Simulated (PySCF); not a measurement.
**Spectroscopy problems**

Computed data (PySCF 2.14): shielding tensors at PBE0/pcSseg-1 (GIAO), geometry: GFN2-xTB. No solvent, one computed conformer, no relativistic terms, equivalent nuclei averaged.

References, each an isolated molecule treated in the same way: $^{1}$H (σ = 31.72 ppm), $^{13}$C (σ = 186.93 ppm) vs TMS. Splittings of carbon signals by F and P are missing where no couplings were computed. Where no couplings were computed, multiplicities follow the n + 1 count of equivalent neighbours, and m marks all less simple cases (inequivalent or close neighbours, rings, F or P nearby). Shifts are as computed. Against solution values, carbons near 30 ppm lie about +3 ppm off and those near 130 ppm about +5 ppm. Of 1211 compounds with measured shifts, 218 miss one by over three times the rms of a fit or turn the order of signals round; such compounds aren't used in these exercises.

(1) C₈H₉OP. $^{1}$H NMR (400 MHz, computed): δ 10.24 (m, 1H), 7.97 (m, 1H), 7.93 (m, 1H), 2.97 (m, 3H), 2.73 (s, 3H). $^{13}$C{$^{1}$H} NMR (computed): δ 197.6, 186.0, 175.1, 145.5, 144.1, 142.9, 28.7, 26.1. Give a structure.

(2) C₅H₆F₂O₂. $^{1}$H NMR (600 MHz, computed): δ 6.35 (m, 1H), 6.13 (m, 1H), 5.21 (m, 1H), 4.89 (m, 1H), 4.78 (m, 1H), 4.52 (m, 1H). $^{13}$C{$^{1}$H} NMR (computed): δ 118.6 (CH), 116.0 (CH), 75.3 (CH2), 72.5 (CH2), 54.2 (C). Identify the compound.

(3) C₄H₇N₃O₂Si. $^{1}$H NMR (300 MHz, computed): δ 9.06 (s, 1H), 5.19 (s, 3H), 4.23 (s, 3H). $^{13}$C{$^{1}$H} NMR (computed): δ 162.4 (C), 160.8 (C), 156.3 (CH), 55.7 (CH3). What is it?

Results:

(1) `C1(C=O)=CC(C)=CC(C)=P1`. 8 carbon signals for 8 carbons: no two carbons are equivalent. Carbon types of the structure: 3 × C, 3 × CH, 2 × CH3, which accounts for all hydrogens. δC 197.6: aldehyde carbonyl carbon; the double bond to the heteroatom, with no lone-pair donor beside it, deshields it most. δC 186.0, 175.1, 145.5: substituted aromatic carbon. δC 144.1, 142.9: aromatic CH. δH 10.24: hydrogen on an aldehyde carbonyl carbon; deshielded by the polar, anisotropic C=O bond.

The shifts were computed for this structure.

(2) `InChI=1S/C5H6F2O2/c6-3-5(1-8-3)2-9-4(5)7/h3-4H,1-2H2/t3-,4+,5-/m1/s1`. The formula gives 2 degrees of unsaturation (2 rings in the answer). 5 carbon signals for 5 carbons: no two carbons are equivalent. Carbon types of the structure: 1 × C, 2 × CH, 2 × CH2, which accounts for all hydrogens. δC 118.6, 116.0: sp3 CH bonded to F and O; 2 electronegative neighbours deshield it. δC 75.3, 72.5: sp3 CH2 bonded to O; pulled downfield by the heteroatom. δC 54.2: quaternary sp3 carbon in a ring; aliphatic region, no heteroatom directly attached. δH 5.21, 4.89, 4.78, 4.52: hydrogen on an sp3 CH2 bonded to O; its carbon carries O, which withdraws density.

The data come from this structure; uniqueness wasn't tested.

(3) SMILES [SiH3]OC1=NN=CN=C1OC. The formula gives 4 degrees of unsaturation (1 ring in the answer). 4 carbon signals for 4 carbons: no two carbons are equivalent. Carbon types of the structure: 2 × C, 1 × CH, 1 × CH3, leaving 3 H on heteroatoms. δC 162.4, 160.8: aromatic carbon bearing oxygen; an ipso carbon deshielded by its heteroatom. δC 156.3: aromatic CH between two ring heteroatoms. δH 9.06: hydrogen on an aromatic CH between two ring heteroatoms; it sits in the deshielding region of the aromatic ring current. δH 4.23: hydrogen on a methyl carbon bonded to O; its carbon carries O, an electronegative neighbour.

The shifts were computed for this structure.
